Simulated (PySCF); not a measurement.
## Polarisability and C₆ of Ne⁺ (neon, charge +1)

[He] 2s2 2p5, 2P determinant. Computed with PySCF 2.14 in aug-cc-pCVTZ-DK with one added diffuse shell each of s, p, d, f type (8s7p5d3f, 75 functions), with scalar relativity by spin-free X2C-1e. Coupled (time-dependent) response in atomic units; α is the mean over directions.

```
 method  mean α (bohr³)         α xx, yy, zz  C₆ (like pair)   S(−4)
    UHF           1.251  1.316, 1.219, 1.219           2.164  0.4967
    PBE           1.409  1.450, 1.388, 1.388           2.493  0.7102
   PBE0           1.353  1.402, 1.329, 1.329           2.378  0.6268
r2SCANh           1.343  1.395, 1.317, 1.317           2.399  0.5933
   TPSS           1.387  1.428, 1.367, 1.367           2.459  0.6715
```

S(−4) is the Cauchy moment in α(ω) = α(0) + S(−4) ω² + …

α(iu) at TPSS:

| u (hartree) | α(iu) (bohr³) |
| --- | --- |
| 0 | 1.387 |
| 0.0500 | 1.385 |
| 0.100 | 1.380 |
| 0.200 | 1.361 |
| 0.300 | 1.330 |
| 0.500 | 1.245 |
| 0.750 | 1.115 |
| 1.00 | 0.9843 |
| 1.50 | 0.7587 |
| 2.00 | 0.5902 |
| 3.00 | 0.3773 |
| 5.00 | 0.1877 |

For an ion, C₆ is the dispersion term alone; charge-induced terms of lower order in 1/R come first.

The components differ because the open shell of this determinant is not spherical; for a pure term their mean is the scalar polarisability.
